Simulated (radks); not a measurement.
Q: Radial electron density D(r) = 4 pi r^2 rho(r) of an atom or ion with 47 electrons. Method: Dirac Kohn-Sham, Slater X-alpha with alpha = 0.972, spin-unpolarised, spherical densities, point nucleus; computed with a radial shooting solver on a logarithmic mesh with Libxc functionals.

```
   r/bohr * D(r) (the largest magnitude, 78.4, reaches the edge; | marks zero)
 0.001594 | *
 0.001841 |  *
 0.002127 |   *
 0.002456 |   *
 0.002814 |     *
  0.00325 |      *
 0.003753 |        *
 0.004334 |          *
 0.005006 |            *
 0.005735 |               *
 0.006623 |                  *
 0.007649 |                      *
 0.008833 |                          *
  0.01012 |                             *
  0.01169 |                                 *
   0.0135 |                                     *
  0.01559 |                                        *
    0.018 |                                          *
  0.02063 |                                           *
  0.02382 |                                           *
  0.02751 |                                         *
  0.03177 |                                       *
   0.0364 |                                      *
  0.04204 |                                     *
  0.04855 |                                      *
  0.05607 |                                         *
  0.06475 |                                             *
  0.07418 |                                                  *
  0.08567 |                                                      *
  0.09894 |                                                      *
   0.1143 |                                                   *
   0.1309 |                                              *
   0.1512 |                                        *
   0.1746 |                                     *
   0.2017 |                                      *
   0.2329 |                                         *
   0.2668 |                                            *
   0.3081 |                                           *
   0.3559 |                                    *
    0.411 |                          *
   0.4708 |                  *
   0.5438 |             *
    0.628 |            *
   0.7253 |             *
   0.8376 |              *
   0.9596 |             *
    1.108 |          *
     1.28 |       *
    1.478 |    *
    1.693 |  *
    1.956 | *
    2.259 |*
    2.609 |*
    3.013 *
    3.451 *
    3.986 *
    4.603 *
    5.316 *
    6.091 *
    7.034 *
```

What is the nuclear charge?

A: Z = 48. The innermost maximum, from 1s, lies near gamma/Z bohr with gamma = sqrt(1 - (Z/c)^2) = 0.937, here 0.0195 bohr (found: 0.0215), and its height grows with Z. The density is that of the cadmium ion Cd+ in [Kr] 4d10 5s1; the configuration itself is not fixed sharply by these data, and Z only to a few units. D(r) has 4 maxima, at r = 0.0215, 0.0936, 0.278, 0.831 bohr, and minima at 0.0420, 0.182, 0.608 bohr, inside which lie 2.03, 11.22, 29.00 electrons.
